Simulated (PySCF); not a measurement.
# How methods differ on the excitation energy of Be⁺

Be⁺ [He] 2s1 (2S) → Be⁺ [He] 2p1 (2P), as a difference of total energies. All numbers are calculated (PySCF 2.14, the non-relativistic Hamiltonian (point nucleus), in cc-pVQZ). The calculations carry no spin-orbit coupling.

Problem. Order these methods by the excitation energy they give, lowest first.
A. PBE
B. HSE06
C. r2SCAN
D. r2SCAN0

Solution. A (3.442 eV), C (3.525 eV), B (3.569 eV), D (3.649 eV).

The basis was made for the ground configuration and has no added diffuse functions, so the excitation energy can come out too high.

For comparison: 3.959 eV (measured; NIST levels, between the centres of gravity of the two terms).
